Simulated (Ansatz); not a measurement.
Reaction (substitution at a C–C bond): `CCCC(C)C(C)C` + `OB(F)F` → `CCOB(F)F` + `CC(C)C(C)C`

Computed with Ansatz on PBE0-D4/def2-TZVP structures; ΔE is electronic, products minus reactants. CCSD(T)/CBS adds triple-zeta CCSD(T) − MP2 to the extrapolated MP2 energy (def2 sets, frozen cores). This one scheme is used for every species. DFT in def2-TZVPP. Each species was taken in one conformer, which may not be the lowest.

```tsv
level	ΔE (kJ/mol)	difference from CCSD(T)/CBS
BLYP-D4	27.2	-12.4
r2SCAN-D4	32.5	-7.1
B97M-V	33.5	-6.1
r2SCANh-D4	33.7	-5.9
BHLYP-D4	29.6	-10.0
r2SCAN	30.8	-8.8
r2SCAN0	33.5	-6.1
HF/def2-SVP	18.3	-21.3
HF/def2-TZVPP	21.3	-18.3
HF/def2-QZVPP	21.1	-18.5
CCSD(T)/CBS	39.6	0
```

Largest T1 diagnostic among the species: 0.012.

From BLYP to BHLYP (50 % exact exchange), in def2-TZVPP and without D4, ΔE moves by +5.3 kJ/mol. Leaving LDA and LC-ωPBE aside and taking each functional with its dispersion term where it has one, the values, not all of them listed here, spread over 11.9 kJ/mol, from BLYP-D4 to PBE-QIDH. LDA lies +5.9 kJ/mol from PBE without D4. In def2-TZVPP, CCSD(T) changes the Hartree–Fock value by +16.9 kJ/mol (the triples alone add +1.5 kJ/mol) and MP2 by +23.3 kJ/mol.
